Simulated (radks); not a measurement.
Results of a calculation; reference values are marked as such.
Problem. Neutral gadolinium: order these configurations by energy. Level of theory: scalar-relativistic Kohn-Sham, PBE, spin-polarised, spherical densities, finite nucleus; Fermi nuclear charge, rms radius of each element as measured or else 0.836 A^(1/3) + 0.57 fm (a radial shooting solver on a logarithmic mesh with Libxc functionals). Open shells are filled with parallel spins first. [Xe] 4f7 5d1 6s1 6p1; [Xe] 4f7 5d1 6s2; [Xe] 4f7 5d2 6s1; [Xe] 4f7 6s2 6p1; [Xe] 4f8 6s1 6p1; [Xe] 4f8 6s2.

Solution. From the lowest, in eV above it: [Xe] 4f8 6s2 0.000; [Xe] 4f7 5d1 6s2 0.287; [Xe] 4f7 5d2 6s1 0.850; [Xe] 4f8 6s1 6p1 1.922; [Xe] 4f7 5d1 6s1 6p1 2.174; [Xe] 4f7 6s2 6p1 2.321.
